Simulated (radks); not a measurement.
Isoelectronic series with 14 electrons, each ion in its NIST ground configuration. Method: Dirac Kohn-Sham, PBE, spin-unpolarised, spherical densities, finite nucleus; open shells are shared between the two j in proportion to 2j + 1; Fermi nuclear charge, rms radius of each element as measured or else 0.836 A^(1/3) + 0.57 fm; computed with a radial shooting solver on a logarithmic mesh with Libxc functionals. Total energies (hartree) and orbital eigenvalues (hartree):

| ion | configuration | E (hartree) | 3p3/2 | 3p1/2 | 3s1/2 |
|---|---|---|---|---|---|
| Si | [Ne] 3s2 3p2 | -289.83702 | -0.14959 | -0.15075 | -0.39735 |
| P+ | [Ne] 3s2 3p2 | -341.54494 | -0.52157 | -0.52398 | -0.85575 |
| S2+ | [Ne] 3s2 3p2 | -397.79509 | -1.02675 | -1.03100 | -1.44769 |
| Cl3+ | [Ne] 3s2 3p2 | -458.58141 | -1.65556 | -1.66233 | -2.16359 |
| Ar4+ | [Ne] 3s2 3p2 | -523.90502 | -2.40363 | -2.41377 | -2.99936 |
| K5+ | [Ne] 3s2 3p2 | -593.77080 | -3.26855 | -3.28305 | -3.95283 |
| Ca6+ | [Ne] 3s2 3p2 | -668.18592 | -4.24886 | -4.26887 | -5.02279 |
| Ti8+ | [Ne] 3s2 3p2 | -830.70131 | -6.55213 | -6.58738 | -7.50970 |
| V9+ | [Ne] 3s2 3p2 | -918.82339 | -7.87403 | -7.91940 | -8.92608 |
| Cr10+ | [Ne] 3s2 3p2 | -1011.53795 | -9.30899 | -9.36644 | -10.45766 |
| Mn11+ | [Ne] 3s2 3p2 | -1108.85842 | -10.85681 | -10.92854 | -12.10450 |

Estimate the row of Sc7+ ([Ne] 3s2 3p2).

Answer. E (hartree) -747.15932; 3p3/2 -5.34360; 3p1/2 -5.37046; 3s1/2 -6.20854.
